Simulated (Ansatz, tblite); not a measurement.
Forces on the cluster Co₄ at its r2SCAN-D4/def2-SVP geometry. The state is a multiplicity 9 with charge 0.

The xTB rows come from tblite. At PBE0-D4/def2-TZVP the charge 0 multiplicity 9 is spin-contaminated (final ⟨S²⟩ up to 20.18, 20.00 for a pure state). The geometry of the multiplicity 9 was relaxed on an unsound state (⟨S²⟩ 20.85, where a pure state has 20.00). The structure comes from a short search, and lower isomers may exist.

GFN1-xTB (tblite), largest force 1.09 eV/Å:

```xyz
4
positions Å, forces eV/Å
Co    1.889   -0.338    0.331    0.241   -0.037    0.042
Co   -0.191   -1.110   -0.032   -0.196   -1.063   -0.037
Co    0.189    1.109    0.041    0.201    1.068    0.039
Co   -1.887    0.339   -0.340   -0.245    0.032   -0.044
```

GFN2-xTB (tblite), largest force 0.11 eV/Å:

```
Co -0.041 0.003 -0.005
Co 0.023 0.108 0.002
Co -0.018 -0.103 -0.005
Co 0.037 -0.008 0.008
```

PBE0-D4/def2-TZVP (Ansatz), largest force 2.12 eV/Å:

```
Co 2.055 -0.343 0.359
Co -0.345 -1.728 -0.060
Co 0.348 1.735 0.072
Co -2.058 0.335 -0.371
```
